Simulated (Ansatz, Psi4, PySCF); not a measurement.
C$_{3}$H$_{9}$ClSi (SMILES C[Si](C)(C)Cl), singlet, geometry from GFN2-xTB. Base run: CCSD(T)/STO-3G (PySCF).

PySCF was given this input:
```python
from pyscf import gto, scf, cc

mol = gto.M(
    atom='''
C    -0.749786    1.596724   -0.367297
Si    0.169352    0.115071    0.399601
C     1.634702   -0.411308   -0.697683
C    -1.021455   -1.344569    0.682118
Cl    0.909135    0.694425    2.215661
H    -1.167217    1.342949   -1.336705
H    -1.567859    1.925730    0.267133
H    -0.085296    2.444611   -0.507256
H     2.175572   -1.246087   -0.260960
H     1.299491   -0.716841   -1.683894
H     2.342599    0.402248   -0.828328
H    -1.449671   -1.691182   -0.253232
H    -1.842562   -1.063858    1.335576
H    -0.512381   -2.186409    1.142728
''',
    basis='sto-3g',
    charge=0,
    spin=0,
    verbose=4,
)

mf = scf.RHF(mol)
mf.kernel()

mycc = cc.CCSD(mf)
mycc.kernel()
et = mycc.ccsd_t()
print('E(CCSD(T)) = %.10f' % (mycc.e_tot + et))
```

The same geometry, method and basis name were run in Ansatz (an electronic-structure program) and Psi4 and PySCF, at each program's defaults and at the settings that a row names. The base is PySCF at its defaults. Differences at the defaults can come from grids, fitting, cores and function types together.

```
code and settings                                                                 ΔE vs base (µEh)  basis functions      E (Eh)  SCF cycles
--------------------------------------------------------------------------------  ----------------  ---------------  ----------  ----------
PySCF, defaults (exact integrals, spherical functions, all electrons correlated)               0.0               42  -858.03308           8
Psi4, defaults (exact integrals, spherical functions, all electrons correlated)                0.0               42  -858.03308           8
Ansatz, defaults (factorised integrals, spherical functions, frozen core)                     5004               42  -858.02808           -
PySCF, frozen core                                                                            4983               42  -858.02810           8
Psi4, exact integrals, spherical functions, frozen core                                       4983               42  -858.02810           8
Ansatz, high accuracy, frozen core                                                            4983               42  -858.02810           -
```
